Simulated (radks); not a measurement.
Results of a calculation; reference values are marked as such.
Numerical settings for neutral magnesium, [Ne] 3s2. Level of theory: Dirac Kohn-Sham, PBE, spin-unpolarised, spherical densities, finite nucleus; Fermi nuclear charge, rms radius 3.057 fm (a radial shooting solver on a logarithmic mesh with Libxc functionals). The defaults (mesh step 0.008 in ln r, mesh end at 40 bohr or more with all orbitals vanishing there, Anderson mixing 0.5 over 9 steps, residual threshold near 1e-9 with the energy settled to 1e-9 hartree or 1e-11 of itself, here a cap of 77 iterations) give E = -200.2799 hartree and 3s1/2 at -4.705 eV in 15 iterations. Times are rough (one thread of a shared host). Changes against that run (0 stands for a change within the tolerance of the run):

| setting | iterations | converged | E (mhartree) | e(3s1/2) (meV) | CPU (s) |
|---|---|---|---|---|---|
| mesh step in ln r 0.03 | 15 | yes | 0 | 0 | 0.03 |
| mesh step in ln r 0.012 | 15 | yes | 0 | 0 | 0.06 |
| mesh step in ln r 0.2 | 77 | no | -1.06e+06 | - | 0.14 |
| mesh end (bohr) 5 | 14 | yes | +112 | +2.98e+03 | 0.07 |
| mesh end (bohr) 2 | 13 | level above zero | +5.24e+03 | +7.87e+04 | 0.05 |
| residual threshold 1e-13 | 64 | yes | 0 | 0 | 0.23 |
| residual threshold 0.01 | 9 | yes | 0 | +0.222 | 0.06 |
| mixing 0.2 | 16 | yes | 0 | 0 | 0.09 |
| linear mixing, mixing 0.8 | 27 | yes | 0 | 0 | 0.12 |
| linear mixing, mixing 1 | 77 | no | 0 | 0 | 0.3 |
| mixing history 2 | 20 | yes | 0 | 0 | 0.09 |
| iteration cap 2 | 2 | no | +82.6 | -4.24e+03 | 0.02 |

Settled on a wrong energy, with an occupied level pushed above zero by the early mesh end: mesh end (bohr) 2 (+5.24 hartree). Apart from these: settings that end as converged yet miss the energy by more than 1 mhartree: mesh end (bohr) 5 (+0.112 hartree). A mesh that ends early acts as a hard wall.
